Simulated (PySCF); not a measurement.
Mg(F)(NMe2) (C₂H₆FMgN), SMILES [N](C)([Mg][F])C.

Coordinates come from a B3LYP-D3(BJ)/def2-SVP optimisation. The values are those of a single conformer.

Two levels are set side by side: TDA-PBE/def2-SVPD (PySCF) and TDA-CAM-B3LYP/def2-SVPD (PySCF). Vertical, same geometry. The lowest singlet is HOMO→LUMO 100 % with PBE and HOMO→LUMO 96 % with the other functional; states are paired by order. Differences are taken from unrounded values.

| quantity | TDA-CAM-B3LYP |
|---|---|
| lowest singlet excitation (eV) | 3.39 |
| lowest triplet excitation (TDA) (eV) | 3.11 |
| first bright state (f over 0.05) (eV) | 5.17 |
| its oscillator strength | 0.07 |

Q: What does TDA-PBE give, and how far is it from TDA-CAM-B3LYP? (Estimate from the structure and the level; the computed values follow.)

A: 
| quantity | TDA-PBE | TDA-PBE minus TDA-CAM-B3LYP |
|---|---|---|
| lowest singlet excitation (eV) | 2.58 | -0.80 |
| lowest triplet excitation (TDA) (eV) | 2.35 | -0.76 |
| first bright state (f over 0.05) (eV) | 4.30 | -0.86 |
| its oscillator strength | 0.06 | 0.00 |

Functionals without exact exchange tend to place singlet excitations lower, as here. Differences between two approximate levels are no errors against the true value.

Rough cost on one machine, each run with all the roots and properties that it gave: TDA-CAM-B3LYP against TDA-PBE about 3 times.
